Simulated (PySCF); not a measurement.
Ge: excitation energy

Ge [Ar] 3d10 4s2 4p2 (3P) → Ge [Ar] 3d10 4s1 4p3, s spin flipped, as a difference of total energies. All numbers are calculated (PySCF 2.14, scalar relativity through the core potential, in aug-cc-pVTZ-PP with one added diffuse shell each of s, d, f type with ECP10MDF (7s5p5d3f, 68 functions)). Correlated levels: valence: 3s2 3p6 3d10 frozen. The calculations carry no spin-orbit coupling.

```tsv
method	excitation energy (cm⁻¹)
UHF	79194
MP2 (valence)	70101
SCS-MP2 (valence)	69551
```

The upper determinant mixes two multiplicities, so it lies between the two terms.

The upper state lies above the first ionisation limit, where it may autoionise and the basis confines it.

The coupled-cluster amplitudes are large for the upper state (T1 above 0.03 or a double amplitude above 0.15), so a single reference is strained.
